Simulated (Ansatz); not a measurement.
Reaction (ligand exchange at the Al–C bond): `CC(C)[CH2][AlH2]` + `C[SiH](N)Cl` → `C[SiH](Cl)[NH][AlH2]` + `CC(C)C`

Computed with Ansatz on PBE0-D4/def2-TZVP structures; ΔE is electronic, products minus reactants. CCSD(T)/CBS adds triple-zeta CCSD(T) − MP2 to the extrapolated MP2 energy (def2 sets, frozen cores). Functionals use def2-TZVPP. Each species was taken in one conformer, which may not be the lowest.

`CC(C)[CH2][AlH2]`:

Z-matrix (Å, degrees):
```
C
C 1 1.523
H 1 1.096 2 111.6
H 1 1.093 2 111.7 3 120.0
H 1 1.095 2 110.6 3 -120.1
C 2 1.523 1 110.6 3 -175.4
C 2 1.530 1 110.6 3 60.1
H 2 1.098 1 107.5 3 -58.0
H 6 1.094 2 111.6 1 57.7
H 6 1.093 2 111.2 1 178.3
H 6 1.095 2 110.5 1 -62.2
Al 7 1.959 2 115.7 1 -61.4
H 7 1.101 2 110.0 1 177.0
H 7 1.099 2 109.7 1 62.6
H 12 1.591 7 120.8 2 159.8
H 12 1.593 7 120.2 2 -22.2
```

`C[SiH](N)Cl`:

Z-matrix (Å, degrees):
```
C
Si 1 1.853
H 1 1.092 2 110.6
H 1 1.092 2 110.4 3 120.5
H 1 1.093 2 110.6 3 -119.3
N 2 1.706 1 110.0 3 179.0
Cl 2 2.081 1 106.9 3 55.1
H 2 1.480 1 113.9 3 -60.4
H 6 1.008 2 119.7 1 169.1
H 6 1.008 2 120.0 1 -47.8
```

`C[SiH](Cl)[NH][AlH2]`:

```xyz
12

C     1.299   -0.400   -1.573
Si    0.427   -0.663    0.044
Cl    1.868   -1.305    1.395
N    -0.365    0.744    0.614
Al   -1.981    0.890    1.363
H     1.804   -1.314   -1.892
H     0.585   -0.106   -2.346
H     2.053    0.386   -1.482
H    -0.587   -1.740   -0.021
H     0.194    1.589    0.582
H    -2.427    2.328    1.851
H    -2.869   -0.411    1.466
```

`CC(C)C`:

Z-matrix (Å, degrees):
```
C
C 1 1.522
H 1 1.093 2 111.4
H 1 1.093 2 111.4 3 120.6
H 1 1.095 2 110.6 3 -119.7
C 2 1.522 1 111.0 3 -178.3
C 2 1.522 1 111.0 3 57.8
H 2 1.098 1 107.9 3 -60.2
H 6 1.093 2 111.4 1 178.4
H 6 1.095 2 110.6 1 -61.9
H 6 1.093 2 111.4 1 57.8
H 7 1.093 2 111.4 1 -178.3
H 7 1.095 2 110.6 1 62.0
H 7 1.093 2 111.4 1 -57.7
```

CCSD(T)/CBS gives -1.26 eV.

Another level gave -1.17 eV. Which?
A. PBE-D4/def2-TZVPP
B. SCS-MP2/def2-TZVPP
C. HF/def2-TZVPP
D. r2SCAN/def2-TZVPP

A. PBE-D4 -1.17, SCS-MP2/def2-TZVPP -1.32, r2SCAN -1.26, HF/def2-TZVPP -1.37 eV.

Largest T1 diagnostic among the species: 0.010.

In def2-TZVPP, CCSD(T) changes the Hartree–Fock value by +0.08 eV (the triples alone add +0.01 eV) and MP2 by +0.06 eV.
